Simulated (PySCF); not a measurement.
Fill in the blanks.

Compound: hexafluoroethane, C2F6.
InChI=1S/C2F6/c3-1(4,5)2(6,7)8

Conformer (atom-mapped SMILES and torsion angles): `[F:1][C:2]([F:3])([F:4])[C:5]([F:6])([F:7])[F:8]`: F1–C2–C5–F6 -59°.

| property | level | value |
| --- | --- | --- |
| point group | PBE0-D3(BJ)/def2-TZVP | ? |
| rotational constants A, B, C | PBE0-D3(BJ)/def2-TZVP | ? |
| dipole moment | CAM-B3LYP/aug-cc-pVTZ | ? |
| HOMO energy | CAM-B3LYP/aug-cc-pVTZ | -13.00 eV |
| LUMO energy | CAM-B3LYP/aug-cc-pVTZ | 0.80 eV |
| lowest singlet excitation | TDDFT CAM-B3LYP/aug-cc-pVTZ | 10.96 eV (113 nm, f = 0.000) |
| strongest line among the 10 lowest singlet transitions | TDDFT CAM-B3LYP/aug-cc-pVTZ | S4 at 11.64 eV (107 nm, f = 0.135) |
| lowest triplet excitation (Tamm–Dancoff) | TDA CAM-B3LYP/aug-cc-pVTZ | 10.75 eV |
| static isotropic polarisability | CAM-B3LYP/aug-cc-pVTZ | 32.2 au |
| electronic spatial extent ⟨r²⟩ about the centre of nuclear charge | CAM-B3LYP/aug-cc-pVTZ | 708 bohr² |
| 13C chemical shifts (computed TMS as zero) by class | GIAO B97-2/pcSseg-2 | ? |
| isotropic shieldings of nuclei other than C and H, by class | GIAO B97-2/pcSseg-2 | 274 (6 F) ppm |

The electronic properties come from PySCF, for the isolated species, density fitting. Isolated species at its PBE0-D3(BJ)/def2-TZVP geometry, gas phase.

(1) Give the point group.

(2) Give the rotational constants A, B, C.

(3) The 13C chemical shifts (computed TMS as zero) by class?

(4) The dipole moment?

## Answers

(1) D3d.

(2) 2.852, 1.847, 1.847 GHz.

(3) 127.3 (2 C) ppm.

(4) 0.00 D by symmetry (numerical residue 0.01 D).

The rotational constants are those of a prolate symmetric top. With B = h/(8π²I), that is 505.379 GHz u Å² over I, the principal moments of inertia are 177.2, 273.7 and 273.7 u Å² (most abundant isotopes); the inertial defect Ic − Ia − Ib is -177.2 u Å² (zero for a rigid planar frame, negative otherwise). In wavenumbers S1 is 88400 cm⁻¹ (1 eV = 8065.54 cm⁻¹). Point group D3d forbids a permanent dipole, so the rigid molecule has no electric-dipole pure rotational spectrum. The polarisability is 4.78 Å³ as a volume (1 au = 0.148185 Å³), or 0.49 au for each of the 66 electrons.
